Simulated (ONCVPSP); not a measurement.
# Potentials for Mn compared

Generated with ld1.x 7.5 (TM, RRKJ, ultrasoft, PAW), atompaw 4.2 or ONCVPSP 4.0.1. The cutoff is in Ry: for ld1.x and atompaw files where the sum of valence levels is converged to 10 mRy in a Bessel basis, for ONCV files where the hardest occupied wave has 1 mHa per electron of residual kinetic energy. The error is the largest all-electron minus pseudo excitation energy over each file’s own four to seven test configurations (ionisations up to +4, promotions, holes and added fractions of an electron), all of which were solved. The labels leave out finer settings (local radius, basis sizes, second energies), which also bear on the numbers. Spin-polarised tests are not counted. The rows are a selection from randomly drawn settings: files with unsolved tests, undetermined cutoffs or missed reference levels are left out.

A true bound ghost makes a file unfit for plane-wave use even where its test errors are small: the radial tests pick states by their node count and pass the ghost by.

| potential | cutoff (Ry) | largest error (meV) | bound ghosts |
| --- | --- | --- | --- |
| ONCV, revPBE, scalar-relativistic, rc 1.30/0.85/1.95 (spd), local smoothed, core correction yes, reference 3s2 3p6 3d5 4s2, qcut 11.5/8.2/7.4, projectors 2/1/2 | 136 | +110 | none |
| ONCV, LDA (Perdew-Zunger), scalar-relativistic, rc 1.35/1.00/1.50 (spd), local smoothed, core correction no, reference 3s2 3p6 3d5 4s2, qcut 7.2/7.3/8.9, projectors 3/3/2 | 71 | +25 | none |
| ONCV, PBE, fully relativistic, rc 1.55/1.10/1.85 (spd), local smoothed, core correction yes, reference 3s2 3p6 3d5.5 4s1.5, qcut 9.4/15.7/8.3, projectors 2/2/2 | 107 | +17 | none |
| ONCV, PBEsol, scalar-relativistic, rc 1.30/1.15/2.05 (spd), local smoothed, core correction yes, reference 3s2 3p6 3d5 4s2, qcut 7/13/6.4, projectors 2/2/3 | 57 | +169 | d |
| ONCV, revPBE, non-relativistic, rc 1.35/1.75/1.85/1.55 (spdf), local smoothed, core correction no, reference 3s2 3p6 3d5 4s1.5 4p0.5, qcut 8.8/6.4/9.3/7.9, projectors 2/3/2/2 | 63 | +61 | none |
| ONCV, PBEsol, fully relativistic, rc 2.00/1.15/1.10 (spd), local smoothed, core correction yes, reference 3p6 3d5 4s0.5, qcut 2.8/10/16.6, projectors 1/2/3 | 182 | -141 | s |

Q: Fill in the row for Mn: ONCV, PBE, non-relativistic, rc 1.25/1.30/1.55 (spd), local smoothed, core correction yes, reference 3s2 3p6 3d5 4s2, qcut 9.6/10.7/9, projectors 2/2/2.

A: cutoff 70 Ry, largest error +35 meV, bound ghosts: none.

Q: Fill in the row for Mn: ONCV, PBEsol, fully relativistic, rc 1.40/1.35/1.15 (spd), local smoothed, core correction yes, reference 3s2 3p6 3d5.5 4s1.5, qcut 7.5/9.5/12.2, projectors 3/2/2.

A: cutoff 123 Ry, largest error +1.3 meV, bound ghosts: none.
